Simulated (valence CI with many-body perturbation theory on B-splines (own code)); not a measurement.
## Questions on Pm54+

Computed by configuration interaction combined with many-body perturbation theory (CI+MBPT): five valence electrons over a frozen Dirac-Fock core [He], a basis of 9 s, 9 p, 8 d, 6 f, 3 g, 1 h functions for each j, with the one-electron correlation potential Σ1, the two-electron term Σ2, the three-electron term Σ3, Breit, model QED; selected CI, second order for the rest (own B-spline code, finite nucleus).

The last digits are not significant, and no measured levels were compared; by estimate large intervals hold to a few tenths of a per cent, small ones and those within an open d or f shell to about a per cent. Among the levels kept, up to 1200 cm⁻¹ of a level comes from second order outside the variational space, and about a tenth of that is noise between levels of different J, which matters for small intervals.

Levels are named by their leading jj configuration (3d3/2^4 stands for four electrons in 3d with j = 3/2), which in mixed levels can hold well under half, so a name can repeat and another be missing.

Rates and lifetimes use the calculated energies. Strong lines usually hold to 10 to 20 %, long lifetimes can be off by a factor of two.

(1) What is the ground level?

(2) What is the ionisation energy?

(3) How well does LS coupling describe the low levels?

(4) What are the static dipole polarisabilities of the lowest levels?

(5) Name the longest-lived excited levels whose lifetime is computed, and their main decay.

(6) Among levels below 7131.9 eV, which E1 lines absorb most strongly from the ground level?

(7) Where does the other parity begin?

Answers

(1) (2s^2 2p1/2^2 2p3/2) J=3/2, composition 48 % 2s2 2p3 2P° + 27 % 2s2 2p3 2D° + 26 % 2s2 2p3 4S°, g = 1.338.

(2) 10943 eV; NIST lists 10942 ± 5 eV (theoretical).

(3) Among the lowest 20 levels the leading LS term, summed over configurations, holds 62 % on average. For single configurations the figures are 62 % in LS and 99 % in jj coupling. Terms mix most in the J = 3/2 level at 6177.2 eV, where the leading one holds 33 %.

(4) (2s^2 2p1/2^2 2p3/2) J=3/2 0.000197 (tensor 3.9e-05) bohr³, of which the core gives 5.34e-07.

(5) (2s^2 2p1/2 2p3/2^2) J=5/2 at 588.1 eV lives 3.29 ns, mostly by M1 to (2s^2 2p1/2^2 2p3/2) J=3/2; (2s^2 2p1/2 2p3/2^2) J=1/2 at 626.2 eV lives 925 ps, mostly by M1 to (2s^2 2p1/2^2 2p3/2) J=3/2; (2s^2 2p1/2 2p3/2^2) J=3/2 at 566.5 eV lives 561 ps, mostly by M1 to (2s^2 2p1/2^2 2p3/2) J=3/2.

(6) to (2s^2 2p1/2^2 3d5/2) J=5/2 at 0.1966 nm, f = 0.539; to (2s^2 2p1/2 2p3/2 3d3/2) J=5/2 at 0.1808 nm, f = 0.444; to (2s^2 2p1/2 2p3/2 3d3/2) J=3/2 at 0.1808 nm, f = 0.352.

(7) At (2s 2p1/2^2 2p3/2^2) J=5/2, 825.4 eV.
